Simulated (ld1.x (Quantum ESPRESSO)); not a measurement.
# An all-electron radial function and its pseudo partner (oxygen)

Columns: radius, all-electron u(r) and pseudo u(r) of the 2p shell (level -9.60 eV) of oxygen in the configuration [He] 2s1 2p5; LDA (PZ), scalar-relativistic, PAW scheme, ld1.x (Quantum ESPRESSO) 7.5.

```
r (bohr)  all-electron  pseudo
   0.053        0.0348  0.0113
   0.105        0.1125  0.0437
   0.158        0.2108  0.0963
   0.210        0.3118  0.1640
   0.262        0.4091  0.2437
   0.315        0.4999  0.3324
   0.368        0.5798  0.4239
   0.420        0.6469  0.5115
   0.473        0.7037  0.5946
   0.525        0.7488  0.6666
   0.578        0.7845  0.7280
   0.630        0.8107  0.7753
   0.683        0.8292  0.8102
   0.735        0.8403  0.8321
   0.788        0.8456  0.8436
   0.840        0.8456  0.8462
   0.893        0.8412  0.8422
   0.945        0.8333  0.8338
   0.998        0.8222  0.8223
   1.050        0.8088  0.8088
   1.102        0.7935  0.7935
   1.155        0.7763  0.7763
   1.208        0.7579  0.7579
   1.260        0.7389  0.7389
   1.313        0.7188  0.7188
   1.365        0.6987  0.6987
```

Question: How many radial nodes do the two functions have?

Answer: The all-electron 2p function has n − l − 1 = 0; the pseudo-wave has 0.

Question: At about which radius was the pseudo-wave matched?

Answer: 1.05 bohr. The columns agree to 0.0005 from 0.94 bohr on; several derivatives are matched, so the curves merge somewhat inside the radius.

Question: Where does each function peak?

Answer: Outermost all-electron maximum near 0.79 bohr, pseudo maximum near 0.84 bohr (to the table’s step).

Question: Is the pseudo-wave norm-conserving?

Answer: No, it belongs to a PAW set: the norm inside the radius is not constrained, and the difference is carried by the augmentation charge.
